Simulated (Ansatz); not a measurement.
The same path of a periodic cell of 13 atoms, LiSc12 (host Sc, host structure hcp, interstitial Li) was run twice with different band settings.

These are results of DFT PBE, scalar-relativistic, plane waves, PAW (Ansatz 0.2.0), not measurements. Settings: cutoff 420 eV, k mesh 3x2x3, fermi-dirac smearing 0.15 eV, no spin polarisation.

Relaxed end points:

```xyz
13
Lattice="6.6200 0.0000 0.0000 -4.9650 8.5996 0.0000 0.0000 0.0000 5.2761" Properties=species:S:1:pos:R:3
Sc 0.106 -0.059 0.026
Sc 0.093 1.742 2.686
Sc -1.496 2.839 0.057
Sc -1.561 4.812 2.758
Sc -3.183 5.631 0.132
Sc -2.952 7.847 2.539
Sc 3.463 -0.032 -0.082
Sc 3.486 1.891 2.625
Sc 1.771 2.700 -0.003
Sc 1.701 4.258 2.607
Sc 0.091 5.653 0.104
Sc -0.091 7.794 2.540
Li -4.805 6.525 3.117
```

```xyz
13
Lattice="6.6200 0.0000 0.0000 -4.9650 8.5996 0.0000 0.0000 0.0000 5.2761" Properties=species:S:1:pos:R:3
Sc 0.113 -0.057 -0.029
Sc 0.104 1.744 2.586
Sc -1.486 2.839 -0.062
Sc -1.553 4.808 2.512
Sc -3.176 5.629 -0.137
Sc -2.945 7.844 2.736
Sc 3.469 -0.031 0.082
Sc 3.491 1.890 2.650
Sc 1.779 2.703 0.003
Sc 1.710 4.263 2.669
Sc 0.099 5.653 -0.107
Sc -0.084 7.795 2.736
Li -4.798 6.527 2.149
```

Common settings: climbing image yes; force threshold 0.05 eV/Å; end points relaxed.

| run | movable images | spring | optimiser | start path | iteration limit |
| --- | --- | --- | --- | --- | --- |
| 1 | 5 | 5.0 eV/Å² | quadratic models (default) | IDPP | 35 |
| 2 | 3 | 50.0 eV/Å² | fire | default | 50 |

Problem. What does each run give, and how far can it be trusted?

Solution. Run 1: converged after 4 iterations, highest image 0.009 eV above the first end. By the program's own check the climbing image is of a kind that is not told: the force calls were inconclusive, a negative curvature could not be distinguished from the path's own, the only one lies far off the path, or fixed occupations may fill a level only in part (lowest curvatures found: -0.13 and 0.89 eV/Å²).
Run 2: converged after 7 iterations, highest image 0.008 eV above the first end. The order of the point at the top wasn't checked.
Limits of this set-up: coarse k mesh, a small cell, in which the defect meets its images, a typed lattice constant that wasn't relaxed here.
